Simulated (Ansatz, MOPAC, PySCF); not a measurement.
Spectroscopic constants of PtC, closed-shell singlet (lowest of 2S+1 = 1, 3, 5 at CCSD(T)/def2-TZVPP on PBE0 minima; our sources give no spin for the ground state, which may be another). No spin–orbit coupling.

Constants: fifth-degree fit in 1/R to seven points, most abundant isotopes. Runs in def2 and cc sets follow the lowest solution found near the PBE0 minimum. The singlet is held restricted. HF and MP2 rows in def2 and cc sets belong to the determinant that coupled cluster picked by its CCSD energy.

The values were computed with Ansatz (Gaussian basis) for Hartree–Fock, density functionals and correlated methods; MOPAC for PM7 (differences of heats of formation); PySCF for LANL2DZ rows. Values without a source in brackets are computed. In def2 rows elements past Kr take small-core potentials, without spin–orbit coupling.

```csv
level,r_e (Å),ω_e (cm⁻¹),B_e (cm⁻¹),ω_e x_e (cm⁻¹),dipole (D)
PM7,1.655,1010,0.544,0.59,-
HF/def2-TZVPP,1.665,1016,0.538,5.0,-
HF/def2-QZVPP,1.665,1018,0.538,4.9,-
SVWN5/def2-TZVPP,1.661,1109,0.541,4.4,0.93
PBE/def2-TZVPP,1.678,1066,0.530,4.5,1.01
BP86/LANL2DZ,1.731,1054,0.498,5.1,1.16
r2SCAN/def2-TZVPP,1.669,1092,0.535,4.3,1.16
B97M-V/def2-TZVPP,1.671,1067,0.534,4.5,1.02
B3LYP/LANL2DZ,1.726,1062,0.501,5.0,1.39
B3LYP/def2-TZVPP,1.672,1073,0.533,4.4,1.14
PBE0/def2-TZVPP,1.662,1100,0.540,4.4,1.25
BHLYP/def2-TZVPP,1.658,1090,0.543,4.5,1.42
CAM-B3LYP/def2-TZVPP,1.658,1104,0.542,4.4,1.35
wB97X-V/def2-TZVPP,1.658,1108,0.543,4.4,1.54
wB97M-V/def2-TZVPP,1.659,1098,0.542,4.4,1.43
B2PLYP/def2-TZVPP,1.677,1087,0.530,3.8,-
MP2/def2-TZVPP,1.635,1321,0.558,4.7,-
MP2/def2-QZVPP,1.632,1327,0.560,4.7,-
"MP2/CBS(def2-TZVPP, def2-QZVPP)",1.630,1331,0.562,4.7,-
SCS-MP2/def2-TZVPP,1.639,1287,0.555,4.8,-
SCS-MP2/def2-QZVPP,1.636,1294,0.557,4.8,-
CCSD/def2-TZVPP,1.664,1098,0.539,4.2,-
CCSD/def2-QZVPP,1.659,1108,0.542,4.2,-
CCSD(T)/def2-TZVPP,1.678,1064,0.529,4.6,-
CCSD(T)/def2-QZVPP,1.674,1071,0.532,4.5,-
"CCSD(T)/CBS(def2-TZVPP, def2-QZVPP)",1.671,1075,0.534,4.6,-
```

Correlated levels freeze the inner cores; with def2 sets outer-core shells near the valence are correlated too. CBS(a, b) extrapolates the correlation energy as X⁻³ and adds the Hartree–Fock energy of set b. Rows in LANL2DZ carry no dispersion term and start afresh at each structure. LANL2DZ brings its own core potentials from Na on. The state that PM7 reach isn't checked; PM7 holds dispersion and hydrogen-bond terms.

Doubts at one or more of the structures used: a restricted determinant that unrestricted orbitals would lower (HF/def2-TZVPP, HF/def2-QZVPP, MP2/def2-TZVPP, MP2/def2-QZVPP, MP2/CBS(def2-TZVPP, def2-QZVPP), SCS-MP2/def2-TZVPP, SCS-MP2/def2-QZVPP, CCSD/def2-TZVPP, CCSD/def2-QZVPP, CCSD(T)/def2-TZVPP, CCSD(T)/def2-QZVPP, CCSD(T)/CBS(def2-TZVPP, def2-QZVPP)); T1 above 0.05 (CCSD/def2-TZVPP, CCSD/def2-QZVPP, CCSD(T)/def2-TZVPP, CCSD(T)/def2-QZVPP, CCSD(T)/CBS(def2-TZVPP, def2-QZVPP)).

Ansatz is an electronic-structure program.
